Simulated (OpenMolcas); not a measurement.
Se V: CASPT2 settings compared

* Program: OpenMolcas
* Basis: ANO-R1 [5s4p3d1f]
* Scalar Hamiltonian: X2C, finite nucleus
* Active space: 2 electrons in 8 orbitals (4s 4p 5s 5p)
* State averaging: 2S+1 = 1 even, 7 roots; 2S+1 = 3 even, 3 roots kept (CI in the orbitals of an earlier block); 2S+1 = 1 odd, 3 roots; 2S+1 = 3 odd, 3 roots kept (CI in the orbitals of an earlier block)
* Spin-orbit coupling: state interaction with AMFI integrals over the reference wave functions, term energies averaged over their components

Methods on the same reference wave functions:
A. CASSCF
B. SS-CASPT2, IPEA 0 Eh, sigma2 regulariser 0.15 Eh (closed shells correlated: 3d)
C. SS-CASPT2, IPEA 0.3 Eh, sigma1 regulariser 0.5 Eh (closed shells correlated: none)

Energies in cm⁻¹ above 4s² ¹S₀, the measured ground level; measured values from the list in Rauch et al., Astron. Astrophys. 606, A105 (2017).

```json
{"Level": "4s² ¹S₀", "A": "0.0", "B": "0.0", "C": "0.0", "Measured": "0.0"}
{"Level": "4s 4p ³P°₀", "A": "84032", "B": "84130", "C": "83321", "Measured": "89749"}
{"Level": "4s 4p ³P°₁", "A": "85496", "B": "85575", "C": "84775", "Measured": "91350"}
{"Level": "4s 4p ³P°₂", "A": "88681", "B": "88779", "C": "87970", "Measured": "94960"}
{"Level": "4s 4p ¹P°₁", "A": "138009", "B": "128167", "C": "131409", "Measured": "131733"}
{"Level": "4p² ³P₀", "A": "202304", "B": "200226", "C": "201359", "Measured": "211794"}
{"Level": "4p² ³P₁", "A": "204197", "B": "202183", "C": "203307", "Measured": "214091"}
{"Level": "4p² ³P₂ [68 %]", "A": "206881", "B": "203756", "C": "205266", "Measured": "218615"}
{"Level": "4p² ¹D₂ [68 %]", "A": "219857", "B": "208333", "C": "210561", "Measured": "213203"}
{"Level": "4p² ¹S₀", "A": "248245", "B": "239621", "C": "241630", "Measured": "248787"}
```

Deviations, from unrounded energies. A percentage is the sum of absolute deviations over the sum of measured energies, with the sign that they share, or ± where signs differ.

```
           Against measurement  Levels     A     B     C
mean absolute deviation (cm-1)       9  6900  8200  7200
      other configurations (%)       9  ±4.1  -4.9  -4.3
```

A, C lie about equally close to measurement and B furthest from it. The largest miss of A in the table is 4p² ³P₂ [68 %], by -12000 cm-1. The ranking rests on the paired levels alone, and a cruder setting can come out closer through cancelling errors.

Between B and C the level of the table that moves most is 4s 4p ¹P°₁, by 3200 cm-1 (lowest in B, highest in C).

The lowest spin-free term lies below A's lowest term by 0.337 hartree in B, 0.001 hartree in C.

Over all roots computed the reference weight is 0.90 to 0.98 in B; the roots of lowest weight are the least certain, and an intruder state may touch them. Terms from blocks run as CI alone lack orbitals of their own. Active for correlation alone: 5p 5s; no level in the range computed is led by a configuration that fills them, so any true level of that kind is missing. The ¹D term of p² mixes with s d, which this space lacks. The basis is small and was not contracted for so high a charge. Some levels mix across a computed gap that differs much from the measured one, so their mixing is not that of the real levels (holds for B; C). Measured partners are found by configuration, term and J. A level has none where our copy of the source lacks it or the pairing is in doubt (some pairs that miss far off the trend of their configuration count as doubtful), and it then counts in no deviation. Levels of configurations outside the active space are missing.

A share in square brackets marks a mixed level and gives the weight of the term that names it, the lowest over the columns. ° marks odd parity.
